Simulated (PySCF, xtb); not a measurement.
C2H7NOSi, SMILES C(/C=N/[SiH3])O. Other conformers were not sampled.

Harmonic wavenumbers (cm⁻¹) from xtb with GFN2-xTB at its own minimum, in rising order: 51, 126, 153, 156, 321, 350, 412, 558, 598, 741, 755, 789, 806, 865, 956, 1046, 1101, 1134, 1264, 1311, 1341, 1430, 1773, 2203, 2282, 2289, 2813, 2886, 2945, 3546.

Task: What does PBE-D3(BJ)/def2-SVP (PySCF 2.14.0) give at its own minimum? (The exact figures need the calculation; the answer reports its results.)

Result: 66, 124, 163, 173, 358, 367, 420, 658, 678, 749, 824, 904, 907, 916, 995, 1062, 1078, 1154, 1274, 1334, 1348, 1400, 1715, 2110, 2179, 2180, 2844, 2931, 2991, 3701. Paired by order, the mean absolute difference is 48 cm⁻¹ and the zero-point energies are 52.9 and 53.8 kcal/mol.
